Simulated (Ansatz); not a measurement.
These are r2SCAN-D4/def2-TZVP in Ansatz (a quantum-chemistry and plane-wave program) values and carry that method's errors. No frequencies were computed at this level.

Ansatz 0.2 input:
```yaml
crystal:
  periodic: [false, false, false]
  atoms:
    - { symbol: N, position_ang: [-1.171781, 1.658501, -0.125469] }
    - { symbol: Ga, position_ang: [-0.329338, 0.036073, 0.001098] }
    - { symbol: N, position_ang: [-1.523194, -1.347555, 0.137532] }
    - { symbol: Si, position_ang: [2.032015, -0.238397, -0.00857] }
    - { symbol: H, position_ang: [-0.72824, 2.565386, -0.206304] }
    - { symbol: H, position_ang: [-2.177004, 1.791313, -0.119882] }
    - { symbol: H, position_ang: [-1.302932, -2.332843, 0.217617] }
    - { symbol: H, position_ang: [-2.53161, -1.242321, 0.144281] }
    - { symbol: H, position_ang: [2.546251, -0.691606, 1.296361] }
    - { symbol: H, position_ang: [2.716994, 1.027656, -0.325116] }
    - { symbol: H, position_ang: [2.468837, -1.226209, -1.011549] }
basis:
  gaussian: { orbitals: def2-tzvp }
hamiltonian:
  xc: r2scan
  dispersion: d4
relax:
  max_steps: 150
```

Output:

```
Functional definition: r2SCAN
1238 factors; their error is unknown
mean field evaluation 1: about -63331.9210 eV, gradient 9.9e1 eV
mean field evaluation 2: about -63232.9378 eV, gradient 1.9e2 eV
mean field evaluation 4: about -63349.3495 eV, gradient 1.6e1 eV
mean field evaluation 8: about -63349.7400 eV, gradient 2.9e-1 eV
mean field evaluation 16: about -63349.7107 eV, gradient 7.9e-4 eV
mean field -63349.71072611 eV, -2328.0589292084 hartree, gradient 3.5e-5 eV, S^2 0.000000; 0 other end points of the search recorded, 0 dependent functions left out
reference -63349.71074011 eV, -2328.0589297229 hartree; 33, 33 occupied and 156, 156 virtual orbitals, 1238 factors
relax step   1: F+E_penalty+E_count = -63349.76510167 eV  Δ(F+E_penalty+E_count) = +0.000e0 eV  max|allowed force component| = 4.237e-1 eV/Å  Δτ_max = 0.0000 Å  (31 SCF iters, accepted)
these checks for a lower state are left out or cut short: starts, cluster_reference, orbital_swaps, neighbouring_geometries, increment
1238 factors; their error is unknown
mean field -63349.73437700 eV, -2328.0597983627 hartree, gradient 1.1e-5 eV, S^2 0.000000; 0 other end points of the search recorded, 0 dependent functions left out
reference -63349.73439098 eV, -2328.0597988762 hartree; 33, 33 occupied and 156, 156 virtual orbitals, 1238 factors
relax step   2: F+E_penalty+E_count = -63349.78900039 eV  Δ(F+E_penalty+E_count) = -2.390e-2 eV  max|allowed force component| = 1.831e-1 eV/Å  Δτ_max = 0.0462 Å  (33 SCF iters, accepted)
these checks for a lower state are left out or cut short: starts, cluster_reference, orbital_swaps, neighbouring_geometries, increment
1238 factors; their error is unknown
mean field evaluation 32: about -63349.7412 eV, gradient 6.7e-5 eV
mean field -63349.74118074 eV, -2328.0600483954 hartree, gradient 2.5e-5 eV, S^2 0.000000; 0 other end points of the search recorded, 0 dependent functions left out
reference -63349.74119470 eV, -2328.0600489084 hartree; 33, 33 occupied and 156, 156 virtual orbitals, 1238 factors
relax step   3: F+E_penalty+E_count = -63349.79588082 eV  Δ(F+E_penalty+E_count) = -6.880e-3 eV  max|allowed force component| = 6.391e-2 eV/Å  Δτ_max = 0.0327 Å  (31 SCF iters, accepted)
these checks for a lower state are left out or cut short: starts, cluster_reference, orbital_swaps, neighbouring_geometries, increment
1238 factors; their error is unknown
mean field -63349.74168208 eV, -2328.0600668191 hartree, gradient 2.4e-5 eV, S^2 0.000000; 0 other end points of the search recorded, 0 dependent functions left out
reference -63349.74169604 eV, -2328.0600673322 hartree; 33, 33 occupied and 156, 156 virtual orbitals, 1238 factors
relax step   4: F+E_penalty+E_count = -63349.79637002 eV  Δ(F+E_penalty+E_count) = -4.892e-4 eV  max|allowed force component| = 8.421e-2 eV/Å  Δτ_max = 0.0216 Å  (31 SCF iters, accepted)
these checks for a lower state are left out or cut short: starts, cluster_reference, orbital_swaps, neighbouring_geometries, increment
1238 factors; their error is unknown
mean field -63349.74208136 eV, -2328.0600814924 hartree, gradient 2.4e-5 eV, S^2 0.000000; 0 other end points of the search recorded, 0 dependent functions left out
reference -63349.74209532 eV, -2328.0600820055 hartree; 33, 33 occupied and 156, 156 virtual orbitals, 1238 factors
relax step   5: F+E_penalty+E_count = -63349.79678927 eV  Δ(F+E_penalty+E_count) = -4.192e-4 eV  max|allowed force component| = 1.837e-2 eV/Å  Δτ_max = 0.0160 Å  (31 SCF iters, accepted)
these checks for a lower state are left out or cut short: starts, cluster_reference, orbital_swaps, neighbouring_geometries, increment
1238 factors; their error is unknown
mean field -63349.74214998 eV, -2328.0600840144 hartree, gradient 2.4e-5 eV, S^2 0.000000; 0 other end points of the search recorded, 0 dependent functions left out
reference -63349.74216395 eV, -2328.0600845276 hartree; 33, 33 occupied and 156, 156 virtual orbitals, 1238 factors
relax step   6: F+E_penalty+E_count = -63349.79686327 eV  Δ(F+E_penalty+E_count) = -7.400e-5 eV  max|allowed force component| = 1.194e-2 eV/Å  Δτ_max = 0.0052 Å  (32 SCF iters, accepted)
these checks for a lower state are left out or cut short: starts, cluster_reference, orbital_swaps, neighbouring_geometries, increment
1238 factors; their error is unknown
mean field -63349.74217087 eV, -2328.0600847819 hartree, gradient 2.4e-5 eV, S^2 0.000000; 0 other end points of the search recorded, 0 dependent functions left out
reference -63349.74218483 eV, -2328.0600852951 hartree; 33, 33 occupied and 156, 156 virtual orbitals, 1238 factors
relax step   7: F+E_penalty+E_count = -63349.79688640 eV  Δ(F+E_penalty+E_count) = -2.313e-5 eV  max|allowed force component| = 3.982e-3 eV/Å  Δτ_max = 0.0035 Å  (33 SCF iters, accepted)
1238 factors; their error is unknown
mean field evaluation 64: about -63349.7722 eV, gradient 2.9e-1 eV
mean field -63349.74217087 eV, -2328.0600847819 hartree, gradient 5.6e-5 eV, S^2 0.000000; 1 other end points of the search recorded, 0 dependent functions left out
reference -63349.74218483 eV, -2328.0600852951 hartree; 33, 33 occupied and 156, 156 virtual orbitals, 1238 factors
Total energy: -63349.79690036 eV, -2328.0620960537 hartree
Atom 0 at    -1.161000     1.670109    -0.124825 Å, force    -0.003983    -0.001522     0.000566 eV/Å
Atom 1 at    -0.368343     0.036091     0.000236 Å, force     0.003540    -0.001860    -0.000805 eV/Å
Atom 2 at    -1.521444    -1.365339     0.141353 Å, force    -0.003613     0.002250     0.000482 eV/Å
Atom 3 at     1.999501    -0.227977    -0.011778 Å, force    -0.001621     0.000178    -0.000773 eV/Å
Atom 4 at    -0.647587     2.530904    -0.211110 Å, force     0.002531     0.002653    -0.000241 eV/Å
Atom 5 at    -2.155567     1.828643    -0.116590 Å, force     0.001134     0.000535    -0.000076 eV/Å
Atom 6 at    -1.229143    -2.325408     0.209320 Å, force     0.001219    -0.002871     0.000055 eV/Å
Atom 7 at    -2.524945    -1.280649     0.150998 Å, force     0.000360    -0.000352    -0.000109 eV/Å
Atom 8 at     2.497520    -0.688552     1.313264 Å, force     0.000433     0.000352     0.000481 eV/Å
Atom 9 at     2.681796     1.055757    -0.329391 Å, force    -0.000069     0.000569     0.000257 eV/Å
Atom 10 at     2.429210    -1.233583    -1.021478 Å, force     0.000069     0.000068     0.000162 eV/Å
Dipole moment:    -0.229305     0.025500    -0.001196 e Å
```

Cost: about 70 core-seconds (a rough figure).
